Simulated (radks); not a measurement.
Values are calculated unless marked as measured or tabulated.
Problem. Species: the aluminium ion Al3+. Configuration: [Ne]. Level of theory: scalar-relativistic Kohn-Sham, OLYP, spin-polarised, spherical densities, finite nucleus; Fermi nuclear charge, rms radius 3.061 fm (a radial shooting solver on a logarithmic mesh with Libxc functionals). Some entries of the table are withheld. Estimate them.

orbital,occ.,eigenvalue (hartree),<r> (bohr),<1/r> (bohr^-1)
1s,2,-56.84391,(1),12.63
2s,2,(2),0.6214,2.353
2p,6,-3.84324,0.5964,2.225
3s,0,(3),2.013,0.6732

Solution. 
(1) 1s <r> (bohr): 0.1201
(2) 2s eigenvalue (hartree): -5.26642
(3) 3s eigenvalue (hartree): -1.27191
